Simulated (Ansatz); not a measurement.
Born–Oppenheimer molecular dynamics of H9N2PSi (13 atoms, charge 0, multiplicity 1). It starts at the highest image of a converged band. Of that band: Neighbouring images differ by up to 2.1 eV, so the band resolves the path poorly. A vibrational analysis at the climbing image gives one clearly imaginary mode, 1004i cm⁻¹: a first-order saddle point.

Level of theory: Ansatz 0.2.0, RKS r2SCAN-D4/6-31G*.

```json
{"ensemble": "NVE (velocity Verlet)", "time step": "0.5 fs", "steps asked": "136", "starting velocities drawn for": "100 K", "seed": "10207"}
```

Frames 1 fs apart, positions in Å, forces in eV/Å.

Velocities at 5.0 fs (Å/ps):

```
Si -0.87 -0.07 -0.41
H -3.95 12.19 4.53
H -6.75 -1.82 5.15
N 1.09 0.74 0.81
H 15.59 7.51 -4.41
H 11.99 5.42 9.19
N -0.93 -3.60 -1.56
H 1.79 5.33 -6.09
H -8.55 -3.36 6.18
P 0.58 0.74 0.15
H 2.49 -4.12 3.58
H -7.02 9.52 -2.55
H -1.32 -11.84 1.75
```

```xyz
13
Properties=species:S:1:pos:R:3:forces:R:3 time_fs=5.0 energy_less_start_eV=0.055 T=61
Si 0.061 -0.192 -0.114 0.28 -0.57 -0.33
H -0.191 0.135 1.583 -0.43 0.60 0.04
H 1.502 0.240 -0.217 -0.49 -0.09 0.02
N -0.761 1.233 -0.633 0.32 0.46 0.09
H -1.764 1.358 -0.636 -0.17 -0.09 0.02
H -0.297 2.121 -0.438 -0.15 -0.25 -0.10
N -0.915 -1.407 -0.850 0.29 0.81 0.27
H -0.718 -2.391 -0.775 -0.08 -0.14 -0.05
H -1.590 -1.130 -1.556 0.07 -0.19 -0.01
P 1.335 -2.216 1.230 0.08 0.07 -0.26
H 0.266 -3.159 1.291 -0.04 -0.07 -0.07
H 1.681 -2.535 -0.123 0.00 -0.13 0.15
H 0.174 -0.655 1.524 0.33 -0.41 0.23
13
Properties=species:S:1:pos:R:3:forces:R:3 time_fs=6.0 energy_less_start_eV=0.055 T=62
Si 0.060 -0.192 -0.115 0.03 -0.54 -0.18
H -0.197 0.150 1.588 -0.29 0.28 -0.06
H 1.493 0.238 -0.212 -0.35 -0.08 0.00
N -0.760 1.234 -0.633 1.03 0.70 0.12
H -1.750 1.365 -0.640 -0.73 -0.02 0.02
H -0.286 2.125 -0.429 -0.32 -0.55 -0.18
N -0.916 -1.411 -0.852 0.29 1.18 0.29
H -0.716 -2.386 -0.782 -0.02 -0.48 -0.02
H -1.598 -1.134 -1.550 0.06 -0.17 -0.02
P 1.335 -2.216 1.231 0.03 0.05 -0.17
H 0.269 -3.164 1.295 0.00 -0.03 -0.08
H 1.674 -2.526 -0.125 0.00 -0.14 0.11
H 0.174 -0.668 1.527 0.26 -0.19 0.18
13
Properties=species:S:1:pos:R:3:forces:R:3 time_fs=7.0 energy_less_start_eV=0.056 T=61
Si 0.059 -0.192 -0.115 -0.30 -0.49 0.00
H -0.205 0.167 1.592 -0.14 -0.03 -0.16
H 1.480 0.235 -0.207 -0.14 -0.06 -0.03
N -0.758 1.236 -0.632 1.29 0.73 0.08
H -1.743 1.372 -0.644 -0.94 0.01 0.01
H -0.278 2.123 -0.422 -0.37 -0.60 -0.19
N -0.917 -1.413 -0.853 0.33 1.26 0.33
H -0.715 -2.387 -0.788 0.01 -0.59 0.00
H -1.606 -1.140 -1.544 0.04 -0.13 -0.05
P 1.336 -2.215 1.231 -0.02 0.02 -0.06
H 0.271 -3.168 1.297 0.04 0.01 -0.08
H 1.667 -2.519 -0.126 0.00 -0.13 0.06
H 0.177 -0.684 1.532 0.20 0.00 0.10
13
Properties=species:S:1:pos:R:3:forces:R:3 time_fs=8.0 energy_less_start_eV=0.051 T=64
Si 0.058 -0.193 -0.116 -0.65 -0.43 0.18
H -0.215 0.184 1.594 -0.02 -0.29 -0.24
H 1.467 0.232 -0.202 0.11 -0.03 -0.05
N -0.755 1.238 -0.631 0.93 0.56 -0.03
H -1.744 1.379 -0.648 -0.68 -0.02 0.01
H -0.273 2.116 -0.417 -0.27 -0.38 -0.15
N -0.917 -1.415 -0.854 0.42 1.01 0.37
H -0.714 -2.392 -0.795 -0.02 -0.39 0.00
H -1.613 -1.147 -1.539 0.02 -0.08 -0.08
P 1.336 -2.214 1.231 -0.07 -0.01 0.07
H 0.274 -3.173 1.299 0.07 0.05 -0.08
H 1.660 -2.512 -0.126 0.00 -0.12 0.00
H 0.181 -0.699 1.537 0.17 0.13 0.00
13
Properties=species:S:1:pos:R:3:forces:R:3 time_fs=9.0 energy_less_start_eV=0.055 T=62
Si 0.057 -0.193 -0.116 -0.98 -0.36 0.34
H -0.226 0.199 1.595 0.08 -0.48 -0.30
H 1.454 0.228 -0.197 0.35 0.01 -0.08
N -0.752 1.240 -0.630 0.15 0.23 -0.20
H -1.752 1.386 -0.652 -0.11 -0.10 0.03
H -0.271 2.106 -0.413 -0.07 0.04 -0.05
N -0.917 -1.416 -0.855 0.51 0.56 0.39
H -0.713 -2.402 -0.801 -0.08 0.00 0.01
H -1.620 -1.155 -1.534 0.01 -0.03 -0.10
P 1.337 -2.213 1.231 -0.10 -0.04 0.18
H 0.277 -3.177 1.300 0.09 0.08 -0.07
H 1.653 -2.507 -0.127 0.00 -0.10 -0.05
H 0.188 -0.714 1.543 0.14 0.20 -0.10
13
Properties=species:S:1:pos:R:3:forces:R:3 time_fs=10.0 energy_less_start_eV=0.074 T=48
Si 0.056 -0.194 -0.117 -1.22 -0.27 0.48
H -0.235 0.209 1.592 0.15 -0.59 -0.34
H 1.445 0.224 -0.194 0.52 0.03 -0.09
N -0.749 1.242 -0.629 -0.65 -0.15 -0.39
H -1.761 1.392 -0.656 0.46 -0.17 0.05
H -0.270 2.096 -0.410 0.15 0.49 0.06
N -0.917 -1.416 -0.855 0.56 0.11 0.36
H -0.712 -2.411 -0.808 -0.12 0.37 0.02
H -1.627 -1.163 -1.531 0.02 0.02 -0.08
P 1.337 -2.213 1.231 -0.10 -0.06 0.27
H 0.281 -3.181 1.300 0.09 0.10 -0.06
H 1.645 -2.503 -0.127 0.00 -0.08 -0.09
H 0.195 -0.726 1.547 0.14 0.20 -0.19
13
Properties=species:S:1:pos:R:3:forces:R:3 time_fs=11.0 energy_less_start_eV=0.091 T=37
Si 0.054 -0.195 -0.117 -1.33 -0.15 0.59
H -0.243 0.213 1.586 0.19 -0.64 -0.37
H 1.441 0.221 -0.191 0.60 0.02 -0.11
N -0.745 1.244 -0.628 -1.11 -0.37 -0.52
H -1.766 1.396 -0.659 0.80 -0.21 0.06
H -0.267 2.090 -0.406 0.28 0.75 0.13
N -0.917 -1.417 -0.856 0.52 -0.17 0.29
H -0.713 -2.417 -0.814 -0.13 0.58 0.05
H -1.634 -1.171 -1.528 0.07 0.07 -0.04
P 1.338 -2.212 1.231 -0.08 -0.08 0.32
H 0.286 -3.183 1.300 0.06 0.09 -0.05
H 1.639 -2.499 -0.129 0.01 -0.06 -0.10
H 0.204 -0.737 1.550 0.14 0.17 -0.26
13
Properties=species:S:1:pos:R:3:forces:R:3 time_fs=12.0 energy_less_start_eV=0.083 T=42
Si 0.051 -0.196 -0.117 -1.30 0.00 0.66
H -0.249 0.211 1.576 0.21 -0.64 -0.37
H 1.442 0.217 -0.189 0.55 -0.01 -0.11
N -0.743 1.247 -0.628 -1.05 -0.31 -0.55
H -1.763 1.398 -0.662 0.79 -0.19 0.07
H -0.262 2.092 -0.401 0.22 0.67 0.12
N -0.916 -1.417 -0.856 0.41 -0.21 0.19
H -0.715 -2.417 -0.820 -0.09 0.55 0.08
H -1.640 -1.178 -1.525 0.12 0.11 0.02
P 1.339 -2.211 1.231 -0.03 -0.09 0.34
H 0.292 -3.185 1.299 0.02 0.07 -0.03
H 1.631 -2.497 -0.131 0.01 -0.03 -0.09
H 0.214 -0.746 1.550 0.15 0.08 -0.32
13
Properties=species:S:1:pos:R:3:forces:R:3 time_fs=13.0 energy_less_start_eV=0.055 T=62
Si 0.049 -0.197 -0.117 -1.14 0.20 0.69
H -0.253 0.203 1.563 0.21 -0.60 -0.37
H 1.448 0.214 -0.188 0.39 -0.07 -0.11
N -0.741 1.248 -0.628 -0.51 -0.01 -0.48
H -1.753 1.398 -0.664 0.45 -0.12 0.06
H -0.254 2.099 -0.395 0.00 0.29 0.02
N -0.914 -1.418 -0.856 0.25 -0.03 0.09
H -0.718 -2.413 -0.825 -0.01 0.28 0.12
H -1.645 -1.185 -1.522 0.17 0.14 0.07
P 1.339 -2.211 1.232 0.04 -0.10 0.33
H 0.298 -3.186 1.298 -0.03 0.04 -0.01
H 1.625 -2.494 -0.135 0.00 0.00 -0.05
H 0.226 -0.754 1.547 0.17 -0.04 -0.35
13
Properties=species:S:1:pos:R:3:forces:R:3 time_fs=14.0 energy_less_start_eV=0.028 T=80
Si 0.045 -0.198 -0.116 -0.90 0.42 0.69
H -0.255 0.190 1.547 0.18 -0.51 -0.35
H 1.459 0.210 -0.188 0.16 -0.14 -0.10
N -0.740 1.250 -0.629 0.30 0.33 -0.38
H -1.738 1.398 -0.665 -0.13 -0.02 0.03
H -0.247 2.110 -0.389 -0.25 -0.17 -0.10
N -0.913 -1.419 -0.855 0.11 0.28 0.03
H -0.721 -2.406 -0.828 0.10 -0.11 0.16
H -1.648 -1.189 -1.519 0.18 0.18 0.08
P 1.339 -2.210 1.232 0.12 -0.12 0.30
H 0.303 -3.186 1.297 -0.08 0.01 0.01
H 1.617 -2.491 -0.138 0.00 0.04 0.00
H 0.239 -0.762 1.541 0.20 -0.20 -0.37
13
Properties=species:S:1:pos:R:3:forces:R:3 time_fs=15.0 energy_less_start_eV=0.011 T=93
Si 0.042 -0.199 -0.116 -0.65 0.65 0.66
H -0.255 0.171 1.527 0.13 -0.39 -0.31
H 1.470 0.204 -0.190 -0.08 -0.21 -0.09
N -0.739 1.252 -0.630 1.02 0.56 -0.31
H -1.725 1.397 -0.666 -0.69 0.08 0.01
H -0.242 2.119 -0.383 -0.42 -0.49 -0.19
N -0.911 -1.419 -0.855 0.02 0.53 0.01
H -0.722 -2.400 -0.831 0.18 -0.46 0.18
H -1.650 -1.192 -1.515 0.16 0.22 0.06
P 1.340 -2.209 1.233 0.20 -0.15 0.28
H 0.308 -3.186 1.296 -0.12 -0.02 0.04
H 1.611 -2.488 -0.142 0.00 0.07 0.05
H 0.255 -0.773 1.532 0.26 -0.39 -0.37
13
Properties=species:S:1:pos:R:3:forces:R:3 time_fs=16.0 energy_less_start_eV=-0.016 T=112
Si 0.038 -0.199 -0.115 -0.44 0.89 0.59
H -0.255 0.149 1.504 0.06 -0.24 -0.26
H 1.481 0.197 -0.192 -0.29 -0.27 -0.09
N -0.736 1.255 -0.631 1.28 0.60 -0.32
H -1.719 1.397 -0.667 -0.93 0.12 0.00
H -0.241 2.123 -0.380 -0.46 -0.58 -0.22
N -0.910 -1.419 -0.855 0.01 0.56 0.04
H -0.723 -2.398 -0.831 0.21 -0.57 0.18
H -1.650 -1.194 -1.510 0.10 0.25 0.01
P 1.341 -2.209 1.234 0.28 -0.21 0.28
H 0.312 -3.187 1.296 -0.15 -0.03 0.06
H 1.604 -2.484 -0.146 -0.01 0.11 0.09
H 0.273 -0.787 1.518 0.33 -0.62 -0.35
```

Of the whole run (68 fs, mean temperature of the second half 1296 K): The conserved energy stayed within 0.36 meV per atom of its start (net change 0.16 meV per atom), so the integration is sound. The kinetic energy rose, since the run started high on the potential surface and went downhill. It ends in pieces (H3P + H6N2Si), so much of that is their flight and rotation, not heat. A run of 0.068 ps of so small a system gives no equilibrium averages. The orbitals stay closed-shell, which can raise the energy where a bond breaks towards radicals; this wasn't checked here.

Time of the run: 10 min on 2 threads of Intel(R) Xeon(R) Platinum 8259CL CPU @ 2.50GHz (Skylake/Cascade Lake), on a shared host, peak memory 0.19 GiB.
